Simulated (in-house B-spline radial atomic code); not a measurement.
## RPA and G0W0 on PBE0: the caesium ion Cs⁸⁺

Configuration [Kr] 4d10 5s1, highest spin, mean-field start PBE0. Computed with an all-electron radial atomic-structure program (B-spline basis): all electrons, scalar-relativistic (spin-free one-electron X2C), finite nucleus, each spin shell either full or empty, empty states to l = 9 with an (l + 1/2)⁻⁴ tail; G0W0 by contour deformation at full frequency.

Command:
```bash
python run_gw.py task.json out
```
Settings (radii: box in bohr, nucleus in fm):
```
Z                        55
electrons                47
configuration            [Kr] 4d10 5s1
hamiltonian              x2c
method                   pbe0
lmax                     9
rms_radius               4.8041
spin_polarised           True
box_radius               7.7
intervals                66
ion_configuration        [Kr] 4d10
```

Run time, properties included: 12 s on 1 thread of Arm Neoverse N1, with other jobs on the host.

Energies (hartree):

| term | value |
| --- | --- |
| mean-field total | -7770.21190 |
| Hartree-Fock functional on these orbitals | -7767.81157 |
| direct second order | -4.1958 |
| second-order exchange | 1.1605 |
| SOSEX correction | 1.0961 |

What is the RPA correlation energy, and what remains with SOSEX?

RPA gives -3.7724 hartree (-2.18 eV per electron); RPA + SOSEX gives -2.6764, and the second-order doubles -3.0353 hartree (no singles). SOSEX takes back 29 % of the RPA value.

Quasi-particle levels (eV):

| level | occupied | mean field | Σx - vxc | Σc | QP weight | G0W0 |
| --- | --- | --- | --- | --- | --- | --- |
| 5s up | yes | -121.01 | -3.01 | ? | ? | ? |
| 4d down | yes | -183.35 | -9.67 | 0.23 | 0.967 | -192.79 |
| 4d up | yes | -183.76 | -9.68 | 0.22 | 0.956 | -193.22 |
| 5s down | no | -115.83 | 7.88 | -3.13 | 0.970 | -111.07 |

G0W0 = mean field + (Σx - vxc) + Σc, with Σc (partial-wave tail included) taken at the quasi-particle energy. Only the outer levels were computed. Levels of low weight are left out.

Where does G0W0 put 5s up?

At -126.47 eV, with Σc = -2.45 eV and a quasi-particle weight of 0.978. The tabulated removal energy is 125.61 ± 0.09 eV (NIST, semi-empirical); the calculation leaves out spin-orbit coupling, Breit and QED terms, and what these don't explain is the method's own error.

What does it cost to remove one electron (to [Kr] 4d10) by differences of total energies, each species on its own start (correlation terms add to the Hartree-Fock functional)?

PBE0 126.18 eV, Hartree-Fock functional 123.83 eV, + RPA 126.22 eV, + RPA + SOSEX 125.49 eV, + second order 126.43 eV. Tabulated: 125.61 ± 0.09 eV (NIST, semi-empirical); the calculation leaves out spin-orbit coupling, Breit and QED terms, and what these don't explain is the method's own error.
